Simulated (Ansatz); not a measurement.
CH5AlSSi, SMILES `[SH][Al]1[CH2][SiH2]1`, 9 atoms. Total charge 0; spin multiplicity 1. All runs use 2 threads of an AMD EPYC 7B13 on a shared host. Correlated methods freeze the cores.

(1) Give the basis size and wall time and peak host memory of each of these runs in Ansatz. RKS HSE06 (plane-wave form)-D4/def2-TZVPP energy; RKS SPW92 (LDA)/def2-TZVPP energy; RKS PBE0-D4/def2-TZVP frequencies; RKS B97M-V/def2-TZVPP energy; RKS r2SCAN-D4/def2-TZVPP energy and forces; RHF-MP2/def2-QZVPP energy; RKS ωB97M-V/def2-QZVPP energy; RKS PBE0-D4/def2-TZVP relaxation (13 steps); RKS PBE0-D4/def2-QZVPP energy; RHF-CCSD(T)/def2-TZVPP energy; RKS PBE0-D4/def2-SVP energy; RHF-CCSD(T)/def2-SVP energy. (An estimate is asked.)

Answers

(1) Computed: Other jobs shared the machine, so times are rough.

| level | job | functions | wall time | peak host memory (GiB) |
| --- | --- | --- | --- | --- |
| RKS PBE0-D4/def2-SVP | energy | 93 | 1.4 s | 0.42 |
| RKS SPW92 (LDA)/def2-TZVPP | energy | 227 | 1.7 s | 0.3 |
| RHF-CCSD(T)/def2-SVP | energy | 93 | 2.6 s | 0.42 |
| RKS HSE06 (plane-wave form)-D4/def2-TZVPP | energy | 227 | 4 s | 0.58 |
| RKS r2SCAN-D4/def2-TZVPP | energy and forces | 227 | 5.5 s | 0.33 |
| RKS B97M-V/def2-TZVPP | energy | 227 | 9 s | 0.38 |
| RKS PBE0-D4/def2-QZVPP | energy | 417 | 12 s | 1.3 |
| RHF-MP2/def2-QZVPP | energy | 417 | 21 s | 2 |
| RKS ωB97M-V/def2-QZVPP | energy | 417 | 24 s | 1.6 |
| RKS PBE0-D4/def2-TZVP | relaxation (13 steps) | 172 | 50 s | 0.45 |
| RHF-CCSD(T)/def2-TZVPP | energy | 227 | 62 s | 3.3 |
| RKS PBE0-D4/def2-TZVP | frequencies | 172 | 2.2 min | 0.45 |
